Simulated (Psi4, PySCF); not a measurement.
Intermolecular potential of HBr ··· BF3 (SMILES Br and FB(F)F). Monomers: optimised at B3LYP-D3(BJ) (def2-TZVP), held rigid. Orientation: a random orientation, not optimised. R is the distance of the centres of mass, along which the second monomer moves.

Geometry at R = 4.25 Å (first 2 atoms: monomer A):
```
6

Br     0.7124     0.0000     0.0000
H     -0.7124     0.0000     0.0000
F     -2.5443     2.7182    -0.4139
B     -2.8305     2.2518     0.7826
F     -3.0130     0.9612     0.9586
F     -2.9311     3.0752     1.8038
```

Methods: MP2/aug-cc-pVDZ = DF-MP2/aug-cc-pVDZ, frozen core, counterpoise-corrected run with Psi4; RHF/STO-3G = restricted Hartree-Fock/STO-3G, no counterpoise correction (PySCF 2.14.0); SAPT0/jun-cc-pVDZ, frozen core (Psi4).

Interaction energies in kJ/mol:

```
R / Å  MP2/aug-cc-pVDZ  RHF/STO-3G
-----  ---------------  ----------
3.67              1.61        1.63
3.85             -1.19        0.53
4.05             -2.27        0.23
4.25             -2.40        0.22
4.44             -2.16        0.26
4.62             -1.83        0.28
4.95             -1.25        0.26
5.26             -0.85        0.22
5.76             -0.45        0.16
6.49             -0.19        0.10
7.47             -0.07        0.06
8.76             -0.02        0.03
```

Task: Estimate the SAPT0/jun-cc-pVDZ values at these points.

Result: 3.67: 4.00; 3.85: 0.90; 4.05: -0.52; 4.25: -0.96; 4.44: -1.00; 4.62: -0.89; 4.95: -0.63; 5.26: -0.42; 5.76: -0.20; 6.49: -0.07; 7.47: -0.01; 8.76: 0.00 (kJ/mol).
